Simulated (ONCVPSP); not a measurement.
Transferability test, ONCV potential for phosphorus

- Element: phosphorus
- Generator: ONCVPSP 4.0.1
- Type: optimised norm-conserving Vanderbilt (ONCV)
- Functional: PBE
- Relativity: scalar-relativistic
- Frozen core: [Ne]
- Valence charge: 5
- Reference configuration: 3s2 3p1 (charge +2)
- Partial waves: 3s: rc 1.65 bohr, ncon 4, nbas 7, qcut 3.4 1/bohr, 3 projectors, debl 1 Ha; 3p: rc 1.20 bohr, ncon 5, nbas 9, qcut 7.2 1/bohr, 1 projector
- Local potential: polynomial inside 1.20 bohr (lpopt 5, dvloc0 1 Ha)
- Core correction: polynomial model core, fcfact 0.45

In the s channel the program set the typed energies aside and used -1.248, 0.250, 1.250 Ha.

Energies are relative to the spin-unpolarised reference configuration 3s2 3p1; without spin polarisation the order of configurations can differ from experiment.

```csv
valence configuration,charge,ΔE all-electron (eV),error AE − PS (meV)
3s2 3p3,0,-28.877,+28
3s2 3p0,+3,29.739,+9.0
3s0 3p5,0,-11.676,+18
```

What are ΔE and the potential's error for 3s2 3p2?

ΔE = -19.147 eV all-electron; the error (AE − PS) is +9.9 meV.

Levels in the configuration 3s2 3p0:

```json
{"level": "3s", "all-electron (eV)": "-45.613", "pseudo (eV)": "-45.596"}
```
